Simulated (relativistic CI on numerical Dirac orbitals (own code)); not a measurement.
# Sensitivity of the levels of Er22+ to α and to the nuclear radius

Method of calculation: Dirac-Coulomb-Breit CI, orbitals from a KLI potential per configuration, derivatives by finite differences, unscaled Slater integrals, QED left out (own radial code, finite nucleus).

CI space (outside the closed core [Ar] 3d10): 4s²4p⁶4d¹⁰, 4s²4p⁶4d⁹4f, 4s²4p⁵4d¹⁰4f, 4s²4p⁶4d⁹5s, 4s4p⁶4d¹⁰4f, 4s²4p⁶4d⁹5p. Double excitations out of closed p, d and f shells are left out; levels of such configurations are missing from the list, as are those of other unlisted configurations, and high levels can miss mixing partners.

With x = (α/α₀)² − 1 an excitation energy changes as ω = ω₀ + qx; K = 2q/ω₀ is the relative enhancement. Terms are leading LS components, so labels can repeat. The field-shift factor is F = δν/δ⟨r²⟩ for the transition from the lowest level.

Lowest level 4s²4p⁶4d¹⁰ ¹S0.

```csv
Level,ω₀ (cm⁻¹),q (cm⁻¹),K,F (GHz/fm²)
4s²4p⁶4d⁹4f ³P°0,1287741,-5114,-0.00794,12.5
4s²4p⁶4d⁹4f ³P°1,1299709,1558,0.0024,12.7
4s²4p⁶4d⁹4f ³P°2,1323723,12760,0.0193,13.1
4s²4p⁶4d⁹4f ³H°5,1335781,-4080,-0.00611,12.8
4s²4p⁶4d⁹4f ³H°6,1339237,8378,0.0125,13.2
4s²4p⁶4d⁹4f ¹D°2,1354543,865.6,0.00128,13
4s²4p⁶4d⁹4f ³F°3,1355187,-2855,-0.00421,12.9
4s²4p⁶4d⁹4f ³G°4,1360696,565.2,0.000831,13
4s²4p⁶4d⁹4f ³F°4,1371223,12160,0.0177,13.3
4s²4p⁶4d⁹4f ³G°5,1383904,10480,0.0151,13.5
4s²4p⁶4d⁹4f ³D°1,1387863,34370,0.0495,13.8
4s²4p⁶4d⁹4f ³D°3,1390740,13250,0.019,13.5
4s²4p⁶4d⁹4f ³H°4,1413740,62550,0.0885,14.4
4s²4p⁶4d⁹4f ¹D°2,1414793,72440,0.102,14.6
4s²4p⁶4d⁹4f ³F°2,1430005,75810,0.106,14.6
4s²4p⁶4d⁹4f ¹H°5,1438096,81840,0.114,15
4s²4p⁶4d⁹4f ³G°3,1450205,79360,0.109,14.9
4s²4p⁶4d⁹4f ³G°4,1461894,85220,0.117,15.1
4s²4p⁶4d⁹4f ¹F°3,1468234,71450,0.0973,14.9
4s²4p⁶4d⁹4f ¹P°1,1750031,41040,0.0469,15.7
4s²4p⁶4d⁹5s ³D3,1969039,-272800,-0.277,337
4s²4p⁶4d⁹5s ¹D2,1975817,-271200,-0.274,336
4s²4p⁶4d⁹5s ³D1,2048262,-193300,-0.189,339
```

At this charge energies of transitions that change n are usually good to better than 1 %, and those within a shell (Δn = 0) to a few per cent.
